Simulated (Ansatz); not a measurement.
H₂ClO (SMILES [OH2+]Cl), charge +1, singlet, geometry from GFN2-xTB; B3LYP/def2-SVP in Ansatz (a program for electronic structure).

The Ansatz input:
Ansatz 0.2 input:
```yaml
crystal:
  periodic: [false, false, false]
  atoms:
    - {symbol: O, position_ang: [-0.04953206, 1.10991468, -0.06643190]}
    - {symbol: H, position_ang: [-0.99333882, 1.37577953, 0.07064769]}
    - {symbol: Cl, position_ang: [0.05025526, -0.69019538, -0.01068915]}
    - {symbol: H, position_ang: [0.53525584, 1.47822452, 0.64252305]}
basis:
  gaussian:
    orbitals: def2-SVP
    occupation: {up: {"A'": 11, "A''": 2}, down: {"A'": 11, "A''": 2}}
hamiltonian:
  xc: b3lyp
total_charge: 1
```

Output, abridged:

```
Functional definition: B3LYP
the irreps are read with x along [-0.059, 0.998, -0.022], y along [-0.350, 0.000, 0.937] and z along [0.935, 0.063, 0.350] of the geometry given
394 factors; integrals over basis functions are off by at most 9.6e-4 eV
mean field evaluation 1: about -14563.6874 eV, gradient 8.6e1 eV
mean field evaluation 2: about -14575.0941 eV, gradient 1.8e1 eV
mean field evaluation 4: about -14576.4781 eV, gradient 2.2e-1 eV
mean field evaluation 8: about -14576.4754 eV, gradient 2.6e-6 eV
mean field -14576.47539629 eV, -535.6755905236 hartree, gradient 3.3e-6 eV, S^2 0.000000; 0 other end points of the search recorded, 0 dependent functions left out
reference -14576.47554644 eV, -535.6755960418 hartree; 13, 13 occupied and 29, 29 virtual orbitals, 394 factors
Total energy: -14576.47554644 eV, -535.6755960418 hartree
```
